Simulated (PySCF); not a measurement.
# Vibration and rotation of BeHg⁺

ROHF-CCSD(T) constants of BeHg⁺, ²Σ⁺ (doublet), unpaired electrons σ ↑ (basis Be def2-SVPD, Hg def2-SVPD with ECP60; scalar-relativistic core potentials; PySCF 2.14; masses 9.0122 and 201.9706 u):

| Item | Value |
| --- | --- |
| ωe | 362.3 cm⁻¹ |
| ωexe | 2.68 cm⁻¹ |
| Be | 0.32606 cm⁻¹ |
| αe | 0.00338 cm⁻¹ |
| D (centrifugal) | 1.06e-06 cm⁻¹ |
| De to Be⁺ + Hg | 1.33 eV |

**Question.** Give the vibrational terms G(v) and spacings up to v = 6.

**Answer.** G(v) = ωe(v+½) − ωexe(v+½)².

```
v  G(v) (cm⁻¹)  G(v) − G(v−1)  Bv (cm⁻¹)
0        180.5                    0.3244
1        537.4          356.9     0.3210
2        889.0          351.6     0.3176
3       1235.2          346.2     0.3142
4       1576.1          340.9     0.3109
5       1911.6          335.5     0.3075
6       2241.7          330.1     0.3041
```

**Question.** How well does the Morse estimate ωe²/(4ωexe) reproduce De, and what is D0?

**Answer.** It gives 1.52 eV, 114 % of the computed De. D0 = De − G(0) = 1.33 − 0.02 = 1.31 eV.

Correlated steps freeze no core orbitals. Correlated levels converge slowly with the basis: in double zeta they bind strong bonds too weakly, by up to about 1 eV, and carry superposition errors of some tenths. Spin–orbit coupling is left out. For an ion De counts to the pair picked by the measured ionisation energies or electron affinities, which need not be the lowest pair at this level. The state is the lowest determinant that a PBE0 search found; another state may lie lower at other levels.
